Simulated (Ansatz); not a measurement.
Ansatz (a quantum-chemistry and plane-wave program) input (MP2/6-31G*):

Ansatz 0.2 input:
```yaml
crystal:
  periodic: [false, false, false]
  atoms:
    - {symbol: C, position_ang: [-0.35735500, -1.44615700, -0.18651300]}
    - {symbol: C, position_ang: [-1.28924800, -0.37269100, -0.07772700]}
    - {symbol: C, position_ang: [-0.89589400, 0.93961500, 0.09323500]}
    - {symbol: N, position_ang: [0.39376700, 1.30026300, 0.16949200]}
    - {symbol: C, position_ang: [1.23866200, 0.26872300, 0.06370100]}
    - {symbol: N, position_ang: [0.96423600, -1.01956100, -0.10136300]}
    - {symbol: H, position_ang: [-2.35674900, -0.58826200, -0.13065700]}
    - {symbol: H, position_ang: [-1.62454400, 1.75173700, 0.17495100]}
    - {symbol: H, position_ang: [2.29828900, 0.53466400, 0.12262400]}
basis:
  gaussian:
    orbitals: 6-31G*
total_charge: -1
magnetization: {spin_polarized: false}
correlation: {method: mp2, electrons: outside_noble_gas}
```

Output:

```
Functional definition: HF
integrals: 0.06 GiB planned
952 factors; integrals over basis functions are off by at most 1.5e-3 eV
mean field: 0.32 GiB planned
mean field evaluation 1: about -7126.9885 eV, gradient 3.3e1 eV
mean field evaluation 2: about -7126.9939 eV, gradient 3.3e1 eV
mean field evaluation 4: about -7130.1049 eV, gradient 5.2e0 eV
mean field evaluation 8: about -7130.1979 eV, gradient 1.5e-1 eV
mean field -7130.19808303 eV, -262.0299465295 hartree, gradient 1.8e-6 eV, S^2 0.000000; 0 other end points of the search recorded, 0 dependent functions left out
6 core orbitals not correlated
reference -7130.19808303 eV, -262.0299465295 hartree; 15, 15 occupied and 75, 75 virtual orbitals, 952 factors
second order -22.30962048 eV of doubles, -0.00000000 eV of singles
Total energy: -7152.50770351 eV, -262.8498099602 hartree
```

The dipole moment of an ion depends on the origin.

The geometry given is a B3LYP-D3(BJ)/def2-TZVP minimum.
